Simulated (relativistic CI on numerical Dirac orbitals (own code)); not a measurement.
## Level scheme of Kr19+

These numbers are calculated, not measured: Dirac-Coulomb-Breit CI, orbitals from a KLI potential per configuration, model QED (radiative potential, 1s self-energy scaled to tabulated hydrogen-like ionisation energies), unscaled Slater integrals (own radial code, finite nucleus).

CI space (outside the closed core [Ne]): 3s2.3p5, 3s.3p6, 3s2.3p4.3d, 3s.3p5.3d, 3p6.3d, 3s.3p4.3d2, 3s2.3p3.3d.4p, 3s2.3p4.4s, 3p6.4s, 3p6.4p, 3s2.3p4.4p, 3s.3p4.3d.4s, 3s2.3p4.4d, 3s.3p5.4s, 3s2.3p4.4f, 3s.3p5.4p, 3p5.3d.4p, 3s.3p5.4d, 3s.3p5.4f, 3s2.3p4.5s, 3s2.3p4.5p, 3s2.3p4.5d, 3s2.3p3.4s.4p, 3s2.3p4.5f, 3s2.3p4.5g, 3s.3p4.4s2, 3s.3p5.5s, 3s.3p5.5p, 3s2.3p3.3d2, 3s2.3p2.3d3, 3s.3p3.3d3, 3s2.3p2.3d2.4s, 3s2.3p2.3d2.4p, 3s2.3p2.3d2.4d, 3p5.3d2, 3p4.3d3, 3p4.3d2.4s, 3p4.3d2.4p, 3p4.3d2.4d, 3s2.3p3.3d.4s, 3s.3p3.3d2.4s, 3s2.3p2.3d.4s2, 3s2.3p2.3d.4s.4p, 3s2.3p2.3d.4s.4d, 3p5.3d.4s, 3p4.3d.4s2, 3p4.3d.4s.4p, 3p4.3d.4s.4d, 3s2.3p3.4s2, 3s.3p3.3d.4s2, 3s2.3p2.4s2.4p, 3s2.3p2.4s2.4d, 3s2.3p3.4p2, 3s2.3p2.3d.4p2, 3s.3p3.3d.4p2, 3s2.3p2.4s.4p2, 3s2.3p2.4p3, 3s2.3p2.4p2.4d. Double excitations out of closed p, d and f shells are left out; levels of such configurations are missing from the list, as are those of other unlisted configurations, and high levels can miss mixing partners. These lack a partner that the ground configuration has and come out too high: 3s2.3p4.4f, 3s.3p5.4p, 3s.3p5.4d, 3s.3p5.4f, 3s2.3p4.5s.

The lowest level is 3s2.3p5 2P°_3/2, with 97 % of that term; Hund's rules for 3s2.3p5 give 2P° with J = 3/2, in agreement.

| No. | Configuration | Term | J | E (eV) | % | Next component (%) | Lifetime (s) |
| --- | --- | --- | --- | --- | --- | --- | --- |
| 1 | 3s2.3p5 | 2P° | 3/2 | 0.000 | 97 | 2 3s2.3p3.3d2 2P° |  |
| 2 | 3s2.3p5 | 2P° | 1/2 | 10.818 | 97 | 2 3s2.3p3.3d2 2P° | 8.39e-05 |
| 3 | 3s.3p6 | 2S | 1/2 | 70.349 | 71 | 27 3s2.3p4.3d 2S | 7.81e-11 |
| 4 | 3p4(3P).3d | 4D | 5/2 | 86.723 | 78 | 9 2D | 2.38e-08 |
| 5 | 3p4(3P).3d | 4D | 3/2 | 87.011 | 70 | 14 2D | 1.02e-08 |
| 6 | 3p4(3P).3d | 4D | 7/2 | 87.704 | 81 | 12 4F | 2.61e-03 |
| 7 | 3p4(3P).3d | 4D | 1/2 | 88.413 | 60 | 30 2P | 3.40e-09 |
| 8 | 3p4(3P).3d | 4F | 9/2 | 92.697 | 81 | 17 2G | 5.25e-03 |
| 9 | 3p4(3P).3d | 2F | 7/2 | 93.983 | 35 | 34 4F | 4.57e-03 |
| 10 | 3p4(1D).3d | 2P | 1/2 | 95.962 | 63 | 34 4D | 3.25e-09 |
| 11 | 3p4(1S).3d | 2D | 3/2 | 95.974 | 46 | 22 4P | 9.00e-10 |
| 12 | 3p4(3P).3d | 4P | 1/2 | 97.591 | 86 | 5 2P | 1.30e-10 |
| 13 | 3p4(3P).3d | 4F | 5/2 | 98.651 | 82 | 8 2D | 5.19e-10 |
| 14 | 3p4(1D).3d | 2P | 3/2 | 99.271 | 28 | 26 4F | 7.55e-10 |
| 15 | 3p4(1D).3d | 2D | 3/2 | 99.738 | 37 | 34 4F | 3.36e-10 |
| 16 | 3p4(3P).3d | 4P | 5/2 | 101.016 | 51 | 26 2D | 8.59e-10 |
| 17 | 3p4(3P).3d | 4F | 7/2 | 101.738 | 48 | 27 2F | 1.31e-04 |
| 18 | 3p4(1D).3d | 2P | 3/2 | 103.627 | 41 | 38 4P | 4.43e-09 |
| 19 | 3p4(1D).3d | 2D | 5/2 | 104.646 | 57 | 19 4P | 8.62e-10 |
| 20 | 3p4(1D).3d | 2G | 7/2 | 104.943 | 57 | 37 2F | 1.48e-04 |
| 21 | 3p4(1D).3d | 2G | 9/2 | 106.137 | 81 | 17 4F | 1.33e-04 |
| 22 | 3p4(3P).3d | 2F | 5/2 | 106.578 | 82 | 11 4P | 1.04e-09 |
| 23 | 3p4(1D).3d | 2F | 5/2 | 110.652 | 68 | 23 2D | 5.00e-10 |
| 24 | 3p4(1D).3d | 2F | 7/2 | 113.412 | 91 | 3 2G | 7.38e-05 |
| 25 | 3p4(1S).3d | 2D | 3/2 | 117.890 | 71 | 13 2P | 3.70e-11 |
| 26 | 3p4(1D).3d | 2S | 1/2 | 121.843 | 65 | 23 3s.3p6 2S | 2.85e-12 |
| 27 | 3p4(1S).3d | 2D | 5/2 | 123.325 | 72 | 11 2F | 3.83e-11 |
| 28 | 3p4(3P).3d | 2P | 3/2 | 126.472 | 72 | 24 2D | 3.44e-12 |
| 29 | 3p4(3P).3d | 2D | 5/2 | 126.917 | 92 | 4 2F | 3.10e-12 |
| 30 | 3p4(3P).3d | 2P | 1/2 | 130.481 | 92 | 4 2S | 3.56e-12 |

Energies count from the lowest computed level; ° marks odd parity; lifetimes are radiative, by E1, M1, E2, M2, E3 decay to levels of this space only. Percentages are summed over parent terms; the parents shown are those of the largest component, closed shells are left out there.

The mean weight of the leading LS term, summed over parents, in these 30 levels is 68 %, and that of the leading jj configuration (from the same eigenvectors) 67 %.

At this charge energies of transitions that change n are usually good to better than 1 %, and those within a shell (Δn = 0) to a few per cent.

LS names give the leading component of a level, which can be under half, so a name can repeat, a term be missing and a line seem to break the LS rules.
